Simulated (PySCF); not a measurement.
H4O4Si, SMILES O[Si](O)(O)O. Atoms are numbered in the order given.

```xyz
9

O     -1.0614    -0.9407     0.8737
Si     0.0000     0.0000     0.0000
O      0.9407    -1.0614    -0.8737
O     -0.9407     1.0614    -0.8737
O      1.0614     0.9407     0.8737
H     -0.6832    -1.7958     1.1430
H      1.7958    -0.6832    -1.1430
H     -1.7958     0.6832    -1.1430
H      0.6832     1.7958     1.1430
```

Geometry: PBE-D3(BJ)/def2-SVP. The isomer is the one that the SMILES or the coordinates give; other isomers of the formula were not compared. Other conformers were not sampled.

Two levels are set side by side: PBE/pcSseg-1 (PySCF) and PBE0/pcSseg-1 (PySCF). GIAO shifts against H2O (¹⁷O), TMS (²⁹Si), TMS (¹H) at the same level; non-relativistic, no solvent, atoms listed together averaged. Differences are taken from unrounded values.

```
quantity                         PBE0
------------------------------  -----
δ(¹⁷O) of O1, O3, O4, O5 (ppm)   52.4
δ(²⁹Si) of Si2 (ppm)            -57.1
δ(¹H) of H6, H7, H8, H9 (ppm)    2.40
```

### Question
What does PBE give, and how far is it from PBE0? (Estimate from the structure and the level; the computed values follow.)

### Answer

| quantity | PBE | PBE minus PBE0 |
|---|---|---|
| δ(¹⁷O) of O1, O3, O4, O5 (ppm) | 59.0 | 6.6 |
| δ(²⁹Si) of Si2 (ppm) | -55.7 | 1.4 |
| δ(¹H) of H6, H7, H8, H9 (ppm) | 2.20 | -0.20 |

Rough cost on one machine, each run with all the roots and properties that it gave: PBE0 against PBE within a factor of 2.
